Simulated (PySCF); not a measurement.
Input of a run (PBE0-D3(BJ)/def2-SVP geometry optimisation, gas phase, def2 core potentials past Kr (PySCF 2.14.0)), started from GFN2-xTB:
```
{"job": {"xc": "PBE0", "basis": "def2-SVP", "d3": "d3bj", "grid": 1, "maxiter": 30, "shake": 0.03, "kind": "geom"}, "charge": 0, "multiplicity": 1}
Zr     0.099390    -0.089280     0.012340
N     -0.020040    -0.025940     2.349190
H     -0.512640     0.855630     2.604280
H      1.035440    -0.067760     2.740050
H     -0.583630    -0.823180     2.622470
N     -0.004510     0.033460    -2.363170
H      0.491020     0.855180    -2.708640
H     -0.938850     0.044990    -2.613160
H      0.445030    -0.805060    -2.670350
F      1.862980    -0.032460     0.498840
F     -1.831660    -0.018510     0.470730
F      0.052150     1.834280    -0.408750
F     -0.064070    -1.813460    -0.511640
```

Output (energies in Eh, forces in Eh/bohr):
```
step   0  E = -558.99199699  max force = 0.094451
step   1  E = -559.02304789  max force = 0.014774
step   2  E = -559.02405027  max force = 0.017241
step   3  E = -559.02618553  max force = 0.010946
step   4  E = -559.02677566  max force = 0.006745
step   5  E = -559.02713377  max force = 0.003345
step   6  E = -559.02720040  max force = 0.001909
step   7  E = -559.02723435  max force = 0.000720
step   8  E = -559.02725194  max force = 0.000694
step   9  E = -559.02725976  max force = 0.000386
optimisation converged
```

Task: Summarise the run.

Result: The energy falls by 92.6 kJ/mol over 10 energy and gradient evaluations, the largest force component goes from 0.0945 to 3.9e-04 Eh/bohr, and the atoms move by 0.105 Å rms after alignment. The bond that changes most is Zr1–F13 (ends: zirconium bonded to 4 F and 2 N; fluorine bonded to Zr), which lengthens by 0.142 Å. Bonds longer at the end by more than 0.005 Å: 7 of 12; shorter: 4. Among the angles that change most is F10–Zr1–F13, from 101.2° to 92.7°. The energy never rose by more than 1e-6 Eh on the way. The first step brought 88 % of the lowering.

Task: What are the final bond lengths?

Result: Zr1–N2 2.390 Å, Zr1–N6 2.389 Å, Zr1–F10 1.952 Å, Zr1–F11 1.951 Å, Zr1–F12 1.952 Å, Zr1–F13 1.952 Å, N2–H3 1.021 Å, N2–H4 1.021 Å, N2–H5 1.021 Å, N6–H7 1.020 Å, N6–H8 1.021 Å, N6–H9 1.020 Å. Numbering counts from 1 in the input's order; the species is trans-Zr(NH3)2F4, `[NH3]->[Zr](<-[NH3])([F])([F])([F])[F]`.

The run used 145 basis functions and 70 SCF cycles in all. Time: 1.7 min wall; peak memory 0.57 GiB. Hardware: an Arm Neoverse V2 with one thread, no GPU (shared host).

Not checked by PBE0-D3(BJ)/def2-SVP frequencies.
